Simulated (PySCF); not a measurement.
A GIAO shielding run with PySCF (density fitting, non-relativistic, gas phase) on SMILES c1(C=C)c[p-]c(OC)p1, [C₆H₇OP₂]-:

```
$ OMP_NUM_THREADS=1 python probes_run.py task.json out

{"job": {"kind": "nmr", "xc": "PBE0", "basis": "pcSseg-1"}, "charge": -1, "multiplicity": 1}
C     -3.207853     0.530600     1.597590
C     -2.080141     0.877410     0.972549
C     -0.926622     0.053334     0.725256
C     -0.779031    -1.261711     1.122722
P      0.682517    -2.110917     0.723959
C      1.361855    -0.723267    -0.095850
O      2.616343    -0.880858    -0.646923
C      3.104274     0.249386    -1.295438
P      0.438252     0.743414    -0.169842
H     -4.020774     1.228933     1.728608
H     -3.362051    -0.457392     1.998630
H     -1.990992     1.890694     0.589109
H     -1.549613    -1.779325     1.678408
H      3.192777     1.094719    -0.597945
H      2.428280     0.560119    -2.105161
H      4.085180    -0.006195    -1.702115
```

Hardware: 1 thread of an Arm Neoverse V1, shared host. The job also computes population analyses, field gradients, ring-centre shieldings.

(1) How large is the calculation?

(2) How long does it take, and how much memory does it need?

Results:

(1) 82 electrons, 202 basis functions and 1091 auxiliary functions.

(2) 65 s of wall time, with 15 SCF cycles and 5 response iterations; peak memory 0.9 GiB. Times on a shared host scatter by some tens of per cent.
